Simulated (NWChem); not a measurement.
Species: C3H6F2; SMILES CC(C)(F)F

```xyz
11

C      1.2789     0.0000    -0.7917
C      0.0000     0.0000     0.0079
C     -1.2789     0.0000    -0.7917
F      0.0000    -1.0905     0.8287
F      0.0000     1.0905     0.8287
H      1.3334     0.8949    -1.4261
H      2.1315     0.0000    -0.0989
H      1.3334    -0.8949    -1.4261
H     -1.3334     0.8949    -1.4261
H     -2.1315     0.0000    -0.0989
H     -1.3334    -0.8949    -1.4261
```
Atoms are numbered in this order, from 1.

Level: PBE0/def2-SVP (NWChem), optimised geometry, unscaled harmonic frequencies. 

**Question.** List the harmonic frequencies with IR intensities, and the thermochemistry.

**Answer.** 
```csv
frequency (cm⁻¹),IR intensity (km/mol)
214,0.0
254,0.1
334,2.6
356,0.0
433,0.4
522,16.8
539,3.8
808,5.1
926,0.2
944,53.0
994,0.0
1006,25.4
1250,158.1
1280,111.7
1281,41.7
1403,51.1
1407,80.0
1443,0.0
1453,8.6
1466,1.2
1468,4.2
3080,2.7
3083,1.4
3189,0.0
3191,2.5
3192,6.3
3194,10.5
```

* **zero-point energy**: 55.3 kcal/mol
* **thermal correction to the enthalpy at 298.15 K (with zero-point energy)**: 59.4 kcal/mol
* **heat capacity Cv**: 19.8 cal/(mol K)
* **entropy at 298.15 K and 1 atm (symmetry number 2)**: 72.0 cal/(mol K)
* **dipole moment**: 2.20 D

Rigid rotor and harmonic oscillator.
